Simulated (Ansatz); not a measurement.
A nudged elastic band was laid between two geometries of AlH5NSi2 (9 atoms, charge 1, multiplicity 1).

All numbers below come from RKS B3LYP-D4/6-31G* in Ansatz.

* movable images: 7
* climbing image: yes
* spring: 5.0 eV/Å²
* optimiser: quadratic models (default)
* start path: through a guess of the saddle point
* force threshold: 0.05 eV/Å
* iteration limit: 60
* end points: relaxed

Initial state:

```xyz
9
Properties=species:S:1:pos:R:3
Si -0.645 1.498 -1.647
Al -0.005 -0.020 0.183
N 0.749 -1.551 0.854
Si 0.279 -0.945 2.380
H -1.540 0.706 -2.521
H -1.325 2.646 -1.010
H 0.624 1.872 -2.312
H 1.230 -2.392 0.533
H 0.633 -1.814 3.540
```

Final state:

```xyz
9
Properties=species:S:1:pos:R:3
Si -0.562 1.369 -1.784
Al 0.080 -0.156 0.040
N 0.179 -0.661 1.800
Si 0.984 -2.046 1.208
H -1.459 0.586 -2.664
H -1.244 2.508 -1.130
H 0.703 1.755 -2.448
H -0.090 -0.330 2.727
H 1.410 -3.025 2.251
```

Task: What changes between the two ends?

Result: No bond is made or broken.

Task: Give the energies along the band, and the barrier.

Result: The forces met the threshold. The highest image is number 5 of 0 to 8, 0.000 eV above the ends, which have the same energy within 2 meV. The top lies less than 8 meV above the higher end, about what the thresholds resolve: that end is a shoulder or a very shallow well. A vibrational analysis at the climbing image gives no mode beyond 40i cm⁻¹: the surface is too flat there to confirm a saddle point. Limits of this set-up: the dipole of an ion depends on the origin.

```
image  path coordinate (Å)  energy (eV)
    0                 0.00        0.000
    1                 0.65        0.000
    2                 1.30       -0.001
    3                 1.95       -0.002
    4                 2.59       -0.001
    5                 3.24        0.000
    6                 3.89        0.000
    7                 4.54       -0.001
    8                 5.19       -0.001
```

Task: What is the geometry of the highest image?

Result: 
```xyz
9
Properties=species:S:1:pos:R:3:forces:R:3
Si -0.696 1.387 -1.720 -0.01 0.00 0.00
Al -0.058 -0.124 0.116 0.01 -0.01 -0.01
N 1.119 -0.824 1.338 0.02 0.03 -0.03
Si -0.178 -1.836 1.790 -0.02 -0.02 0.02
H -2.039 0.948 -2.158 0.00 0.00 0.00
H -0.693 2.746 -1.132 0.00 0.00 0.00
H 0.339 1.211 -2.764 0.00 0.00 0.01
H 2.086 -0.707 1.641 -0.01 -0.01 0.01
H 0.119 -2.800 2.890 0.01 0.00 0.00
```

The band took 15 iterations and of the order of 7 core-minutes.

Run time: 7.3 min on 1 thread of Arm Neoverse V1 (shared host), peak memory 0.17 GiB.
